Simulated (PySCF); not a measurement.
Excitation energy of Ag by level of theory

Ag [Kr] 4d10 5s1 (2S) → Ag [Kr] 4d9 5s2 (2D), as a difference of total energies. Calculation: PySCF 2.14, in def2-TZVPPD with the def2 core potential (28 electrons) (6s4p3d2f1g, 56 functions); a scalar-relativistic core potential. Correlated levels: valence: 4s2 4p6 frozen; valence and next inner shell: nothing frozen outside the core potential. The calculations carry no spin-orbit coupling.

```json
{"method": "UHF", "excitation energy (eV)": "3.709", "error (eV)": "-0.262"}
{"method": "LDA", "excitation energy (eV)": "3.913", "error (eV)": "-0.058"}
{"method": "PBE", "excitation energy (eV)": "3.886", "error (eV)": "-0.085"}
{"method": "PBE0", "excitation energy (eV)": "3.957", "error (eV)": "-0.014"}
{"method": "r2SCAN", "excitation energy (eV)": "3.871", "error (eV)": "-0.100"}
{"method": "BLYP", "excitation energy (eV)": "3.690", "error (eV)": "-0.281"}
{"method": "MN15", "excitation energy (eV)": "3.981", "error (eV)": "+0.010"}
{"method": "r2SCANh", "excitation energy (eV)": "3.886", "error (eV)": "-0.085"}
{"method": "revPBE", "excitation energy (eV)": "3.928", "error (eV)": "-0.043"}
{"method": "MP2 (valence)", "excitation energy (eV)": "4.293", "error (eV)": "+0.322"}
{"method": "SCS-MP2 (valence)", "excitation energy (eV)": "4.107", "error (eV)": "+0.136"}
{"method": "MP2 (valence and next inner shell)", "excitation energy (eV)": "4.099", "error (eV)": "+0.128"}
{"method": "SCS-MP2 (valence and next inner shell)", "excitation energy (eV)": "3.901", "error (eV)": "-0.070"}
```

Reference: 3.971 eV (measured; NIST levels, between the centres of gravity of the two terms).

Errors of the correlated levels include the incompleteness of this basis and the frozen core.
